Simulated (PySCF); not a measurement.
Molecule: `N#Cc1cccs1`, C₅H₃NS.

Mapped SMILES: `[N:1]#[C:2][c:3]1[cH:4][cH:5][cH:6][s:7]1`; H(Xn) means a hydrogen on atom n.

Geometry PBE0-D3(BJ)/def2-SVP throughout; GIAO in PySCF, gas phase, one conformer, non-relativistic; equivalent atoms averaged; basis pcSseg-1.

Question: How do the absolute shieldings σ depend on the functional? (a selection of nuclei; ppm; last column core-seconds on shared hosts with different chips, so compare them loosely; the GGAs took longer than the global hybrids here, which isn't the general rule, and the cause wasn't traced)

Answer: 
| functional | kind | N1 | C4 | C6 | C5 | C2 | S7 | H(C4) | H(C6) | H(C5) | core-s |
| --- | --- | --- | --- | --- | --- | --- | --- | --- | --- | --- | --- |
| LDA | LDA | -76.0 | 36.1 | 39.5 | 44.9 | 58.1 | 179.8 | 23.31 | 23.61 | 23.67 | 14 |
| B97-D | GGA | -53.6 | 44.3 | 47.3 | 53.2 | 65.6 | 222.2 | 24.02 | 24.31 | 24.40 | 16 |
| B3LYP | global hybrid | -68.6 | 36.4 | 38.3 | 47.1 | 61.7 | 207.8 | 23.91 | 24.16 | 24.33 | 11 |
| PBE0 | global hybrid | -65.1 | 41.9 | 44.4 | 52.5 | 65.7 | 232.5 | 23.67 | 23.91 | 24.09 | 14 |
| WP04 | global hybrid | -69.3 | 29.2 | 29.5 | 40.3 | 57.1 | 184.8 | 24.26 | 24.41 | 24.68 | 11 |
| B97-2 | global hybrid | -58.0 | 44.3 | 46.9 | 54.8 | 67.5 | 239.6 | 23.83 | 24.08 | 24.25 | 9.9 |
| BHandHLYP | global hybrid | -70.2 | 37.8 | 38.5 | 51.0 | 65.4 | 236.1 | 23.82 | 24.02 | 24.33 | 11 |
| LC-wPBE | range-separated hybrid | -59.7 | 39.6 | 40.9 | 52.8 | 66.6 | 233.8 | 23.65 | 23.78 | 24.13 | 18 |

Question: Which nucleus among those listed moves most, in ppm?

Answer: S7 (aromatic ring sulfur): from 179.8 ppm with LDA to 239.6 ppm with B97-2. The smallest spread is 0.79 ppm, at H(C6). Proton shifts span only some 12 ppm, so a few tenths of a ppm matter as much there as several ppm in carbon.
